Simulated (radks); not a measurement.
Valence configurations of the hafnium ion Hf3+ (all share [Xe]). Calculated with a radial shooting solver on a logarithmic mesh with Libxc functionals: Dirac Kohn-Sham, PBE, spin-unpolarised, spherical densities, point nucleus; open shells are shared between the two j in proportion to 2j + 1. Energies are relative to 4f14 5d1; eigenvalues in eV.

| valence | E (eV) | e(4f5/2) | e(4f7/2) | e(5d3/2) | e(5d5/2) | e(6p1/2) |
|---|---|---|---|---|---|---|
| 4f14 5d1 | 0.000 | -45.043 | -43.294 | -27.521 | -26.825 | - |
| 4f14 5d0.5 6s0.5 | 0.678 | -46.653 | -44.903 | -28.621 | -27.899 | - |
| 4f14 6s1 | 1.559 | -48.310 | -46.558 | - | - | - |
| 4f14 5d0.5 6p0.5 | 4.028 | -47.341 | -45.591 | -29.173 | -28.443 | -21.145 |
| 4f14 6p1 | 8.413 | -49.683 | -47.932 | - | - | -22.105 |
| 4f13.5 5d1.5 | 9.251 | -49.199 | -47.409 | -28.530 | -27.788 | - |
| 4f13 5d2 | 20.119 | -53.508 | -51.677 | -29.530 | -28.739 | - |
| 4f13 5d1 6p1 | 29.927 | -58.294 | -56.460 | -32.945 | -32.082 | -22.744 |
| 4f12 5d3 | 47.019 | -62.547 | -60.633 | -31.496 | -30.607 | - |
| 4f12 5d1 6p2 | 71.200 | -72.512 | -70.591 | -38.539 | -37.500 | -25.136 |

NIST lists [Xe] 4f14 5d1 as the ground configuration; this level of theory agrees among the configurations tried. The energies are those of spherical spin-averaged densities, not of single terms.
